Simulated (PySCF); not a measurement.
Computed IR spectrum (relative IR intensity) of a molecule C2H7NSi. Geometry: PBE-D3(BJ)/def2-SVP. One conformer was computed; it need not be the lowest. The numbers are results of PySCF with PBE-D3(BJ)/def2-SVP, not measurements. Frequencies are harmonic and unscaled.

Lines under 2 % of the strongest are left out, and lines within 2 cm⁻¹ are merged.

ν (cm⁻¹): 173 (vw), 393 (w), 522 (s), 611 (s), 745 (s), 804 (w), 816 (m), 837 (w), 919 (s), 971 (w), 1049 (w), 1086 (w), 1110 (vw), 1130 (w), 1188 (w), 1340 (w), 1435 (vw), 2154 (vs), 2175 (vs), 2869 (s), 2879 (s), 3010 (m), 3405 (vw) (against the strongest line: vs over 80 %, s over 45 %, m over 15 %, w over 4 %, vw less)

Task: Which structure fits?
A) C/N=C\[SiH3]
B) C=C[SiH2]N
C) C1NC[SiH2]1
D) C/C=N\[SiH3]

Result: C, C1NC[SiH2]1
